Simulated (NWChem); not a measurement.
Everything below was run with NWChem. System: ClGa, charge 0, spin multiplicity 1, at a geometry optimised with B3LYP/def2-SVP. The structure started from a generated list of species. Level: MP2/def2-TZVP, 14 core orbitals frozen.

The NWChem input:

```
start mol
memory heap 200 mb stack 900 mb global 1100 mb
geometry units angstroms nocenter noautoz
  Ga     0.000000     0.000000    -0.790946
  Cl     0.000000     0.000000     1.442313
  symmetry group C2v
end
basis spherical
  * library def2-tzvp
end
scf
  rhf
  nopen 0
  maxiter 100
  thresh 1e-7
  semidirect memsize 60000000 filesize 0
end
mp2
  freeze core 14
end
task mp2 energy
```

Part of the output:

```
             Northwest Computational Chemistry Package (NWChem) 7.3.0
             --------------------------------------------------------

                                NWChem Input Module
                                -------------------

 Scaling coordinates for geometry "geometry" by  1.889725989
 (inverse scale =  0.529177249)

 Turning off AUTOSYM since
 SYMMETRY directive was detected!

                             Geometry "geometry" -> ""
                             -------------------------

 Output coordinates in angstroms (scale by  1.889725989 to convert to a.u.)

  No.       Tag          Charge          X              Y              Z
 ---- ---------------- ---------- -------------- -------------- --------------
    1 Ga                  31.0000     0.00000000     0.00000000    -0.79094600
    2 Cl                  17.0000     0.00000000     0.00000000     1.44231300

 Effective nuclear repulsion energy (a.u.)     124.8741906885

            Nuclear Dipole moment (a.u.)
            ----------------------------
        X                 Y               Z
 ---------------- ---------------- ----------------
     0.0000000000     0.0000000000    -0.0000094486

      Symmetry information
      --------------------

 Group name             C2v
 Group number             16
 Group order               4
 No. of unique centers     2

      Symmetry unique atoms

     1    2


 Summary of "ao basis" -> "" (spherical)
 ------------------------------------------------------------------------------
       Tag                 Description            Shells   Functions and Types
 ---------------- ------------------------------  ------  ---------------------
 *                         def2-tzvp                  on all atoms

 Summary of "ao basis" -> "ao basis" (spherical)
 ------------------------------------------------------------------------------
       Tag                 Description            Shells   Functions and Types
 ---------------- ------------------------------  ------  ---------------------
 Ga                        def2-tzvp                16       48   6s5p4d1f
 Cl                        def2-tzvp                13       37   5s5p2d1f

                                 NWChem SCF Module
                                 -----------------

  ao basis        = "ao basis"
  functions       =    85
  atoms           =     2
  closed shells   =    24
  open shells     =     0
  charge          =   0.00
  wavefunction    = RHF
  use symmetry    = T
  symmetry adapt  = T

 Summary of "ao basis" -> "ao basis" (spherical)
 ------------------------------------------------------------------------------
       Tag                 Description            Shells   Functions and Types
 ---------------- ------------------------------  ------  ---------------------
 Ga                        def2-tzvp                16       48   6s5p4d1f
 Cl                        def2-tzvp                13       37   5s5p2d1f

      Symmetry analysis of basis
      --------------------------

        a1         37
        a2          8
        b1         20
        b2         20

 Forming initial guess at       0.1s

      Superposition of Atomic Density Guess
      -------------------------------------

 Sum of atomic energies:       -2382.70237289

      Non-variational initial energy
      ------------------------------

 Total energy =   -2382.740306
 1-e energy   =   -3569.249959
 2-e energy   =    1061.635463
 HOMO         =      -0.290445
 LUMO         =       0.011050
[...]
  ----- ------------  ---------------      ----- ------------  ---------------
     6      0.532779  1 Ga s                  5      0.467688  1 Ga s
    65      0.291480  2 Cl pz                68      0.242064  2 Cl pz
    18     -0.223461  1 Ga pz                 4     -0.221124  1 Ga s
     3     -0.154353  1 Ga s

 Vector   25  Occ=0.000000D+00  E= 3.342842D-02  Symmetry=b1
              MO Center=  4.4D-15, -4.6D-30, -8.7D-01, r^2= 4.6D+00
   Bfn.  Coefficient  Atom+Function         Bfn.  Coefficient  Atom+Function
  ----- ------------  ---------------      ----- ------------  ---------------
    19      0.848285  1 Ga px                16      0.287886  1 Ga px
    66     -0.229382  2 Cl px

 Vector   26  Occ=0.000000D+00  E= 3.342842D-02  Symmetry=b2
              MO Center= -2.6D-30,  2.6D-16, -8.7D-01, r^2= 4.6D+00
   Bfn.  Coefficient  Atom+Function         Bfn.  Coefficient  Atom+Function
  ----- ------------  ---------------      ----- ------------  ---------------
    20      0.848285  1 Ga py                17      0.287886  1 Ga py
    67     -0.229382  2 Cl py

 Vector   27  Occ=0.000000D+00  E= 1.198216D-01  Symmetry=a1
              MO Center= -8.0D-15,  7.2D-16, -7.9D-01, r^2= 6.3D+00
   Bfn.  Coefficient  Atom+Function         Bfn.  Coefficient  Atom+Function
  ----- ------------  ---------------      ----- ------------  ---------------
    21      1.198943  1 Ga pz                53     -0.773978  2 Cl s
     6      0.539149  1 Ga s                 68      0.443570  2 Cl pz
    18      0.159640  1 Ga pz

 center of mass
 --------------
 x =   0.00000000 y =   0.00000000 z =  -0.07421938

 moments of inertia (a.u.)
 ------------------
         413.186027246171           0.000000000000           0.000000000000
           0.000000000000         413.186027246171           0.000000000000
           0.000000000000           0.000000000000           0.000000000000

  Mulliken analysis of the total density
  --------------------------------------

    Atom       Charge   Shell Charges
 -----------   ------   -------------------------------------------------------
    1 Ga  31    30.55   2.00  2.00  1.18  0.78  1.04  0.90  5.98  4.43  1.56  0.38  0.18  8.89  1.12  0.00  0.07  0.02
    2 Cl  17    17.45   2.01  0.45  1.52  1.08  0.88  4.18  1.69  1.07  2.86  1.70  0.00  0.01  0.00

       Multipole analysis of the density wrt the origin
       ------------------------------------------------

     L   x y z        total         open         nuclear
     -   - - -        -----         ----         -------
     0   0 0 0     -0.000000      0.000000     48.000000

     1   1 0 0      0.000000      0.000000      0.000000
     1   0 1 0      0.000000      0.000000      0.000000
     1   0 0 1     -1.003117      0.000000     -0.000009

     2   2 0 0    -20.543734      0.000000      0.000000
     2   1 1 0      0.000000      0.000000      0.000000
     2   1 0 1      0.000000      0.000000      0.000000
     2   0 2 0    -20.543734      0.000000      0.000000
     2   0 1 1      0.000000      0.000000      0.000000
     2   0 0 2    -25.381257      0.000000    195.544333

                   NWChem MP2 Semi-direct Energy/Gradient Module
                   ---------------------------------------------

  Basis functions       =     85
  Molecular orbitals    =     85
  Frozen core           =     14
  Frozen virtuals       =      0
  Active alpha occupied =     10
  Active beta occupied  =     10
  Active alpha virtual  =     61
  Active beta virtual   =     61
  Use MO symmetry       = T
  Use skeleton AO sym   = T

  AO/Fock/Back tols     =   1.0D-09  1.0D-09  1.0D-09

 GA uses MA = F    GA memory limited = T

 Available:
  local mem=  1.26D+08
 global mem=  1.44D+08
 local disk=  0.00D+00
  mp2_memr nvloc                    61
  nvloc new                    61
   1 passes of  10:        4194304                      45226                   7441502.
   1 passes of  10: M    126144140           G      144164750           F     121949836.

 Semi-direct pass number   1 of   1  for RHF alpha+beta  at        3.0s
  vrange nnbf                  3582
  mp2_eaftype                    28  avail_ma_in_mb                  1099
 EAF : mp2_eaftype filesize          28    3720751.
  mp2_eaf for mointskh                     28
Node 0 wrote     17.5 Mb in      0.0 s     Agg I/O rate:  1344.1 Mb/s
 Done moints_semi at        9.1s
  mp2_eaftype                    28  avail_ma_in_mb                  1071
 EAF : mp2_eaftype filesize          28    3720751.
  mp2_eaf for kh                    28
 Done maket at        9.2s
 Done multipass loop at        9.2s

          -------------------------------------------
          SCF energy               -2382.833611470393
          Correlation energy          -0.380711634982
          Singlet pairs               -0.218340925357
          Triplet pairs               -0.162370709625
          Total MP2 energy         -2383.214323105376
          -------------------------------------------

          ---------------------------------------------------
                    Spin Component Scaled (SCS) MP2
          Same spin pairs                     -0.108247139750
          Same spin scaling factor             0.333333333333
          Opposite spin pairs                 -0.272464495232
          Opposite spin scaling fact.          1.200000000000
          SCS-MP2 correlation energy          -0.363039774195
          Total SCS-MP2 energy             -2383.196651244589
          ---------------------------------------------------

 -----------------------
 Performance information
 -----------------------

 Timer overhead =  2.47D-07 seconds/call

               Nr. of calls         CPU time (s)                 Wall time (s)                GFlops
             ---------------    -------------------     ------------------------------   -------------------
Name         Min   Avg   Max    Min     Avg     Max     Min     Avg     Max   Mx/calls   Min     Max     Sum
mp2: moin     1     1     1    6.1     6.1     6.1      6.1     6.1     6.1     6.1      0.0     0.0     0.0
mp2: make     1     1     1   0.16    0.16    0.16     0.16    0.16    0.16    0.16      0.0     0.0     0.0
mp2: tota     1     1     1    6.3     6.3     6.3      6.3     6.3     6.3     6.3      0.0     0.0     0.0

 The average no. of pstat calls per process was 3.00D+00
 with a timing overhead of 7.41D-07s

 Task  times  cpu:        9.2s     wall:        9.2s

 Total times  cpu:        9.3s     wall:        9.3s
```
